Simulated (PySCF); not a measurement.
Compound: C2H4AlBr.
SMILES: `C=[CH][AlH][Br]`

Jobs on this species (8 atoms, 64 electrons) with PySCF (density fitting). Hardware of each: one thread, Arm Neoverse V1 (aarch64), shared host. The host was shared with other jobs, so the times are rough. Peak memory is the resident size of the whole Python process, interpreter and libraries included.

```
                                                                 level and settings                                                          work  basis functions  SCF cycles  wall time  peak memory
 delta-SCF UKS SCAN, pcX-2 on the ionised atom, pcseg-1 elsewhere, non-relativistic                                 ΔSCF core ionisation, 4 holes              135           ?          ?            ?
                                                 PBE0-D3(BJ)/def2-SVP, grid level 1  geometry optimisation from a GFN2-xTB start shaken at random               98          47       25 s     0.40 GiB
   delta-SCF UKS B3LYP, pcX-2 on the ionised atom, pcseg-1 elsewhere, spin-free X2C                                 ΔSCF core ionisation, 4 holes              135          58       18 s     0.53 GiB
delta-SCF UKS SCAN, def2-TZVP on the ionised atom, pcseg-1 elsewhere, spin-free X2C                                 ΔSCF core ionisation, 4 holes              112          64       11 s     0.50 GiB
     delta-SCF UKS PBE, pcX-2 on the ionised atom, pcseg-1 elsewhere, spin-free X2C                                 ΔSCF core ionisation, 4 holes              135          62      8.5 s     0.50 GiB
    delta-SCF UKS SCAN, pcX-2 on the ionised atom, pcseg-1 elsewhere, spin-free X2C                                 ΔSCF core ionisation, 4 holes              135          64       13 s     0.44 GiB
    delta-SCF UKS PBE0, pcX-2 on the ionised atom, pcseg-1 elsewhere, spin-free X2C                                 ΔSCF core ionisation, 4 holes              135          57       18 s     0.53 GiB
      delta-SCF UKS HF, pcX-2 on the ionised atom, pcseg-1 elsewhere, spin-free X2C                                 ΔSCF core ionisation, 4 holes              135          56       12 s     0.56 GiB
    delta-SCF UKS SCAN, pcX-1 on the ionised atom, pcseg-1 elsewhere, spin-free X2C                                 ΔSCF core ionisation, 4 holes              115          64       10 s     0.50 GiB
```

Fill in the missing figures.

- delta-SCF UKS SCAN, pcX-2 on the ionised atom, pcseg-1 elsewhere, non-relativistic; ΔSCF core ionisation, 4 holes: 12 s, 0.50 GiB, 64 SCF cycles

What do all jobs in the table cost together?

About 2.1 min; the longest takes about 20 % of that, and about 2.9 times as long as the shortest.
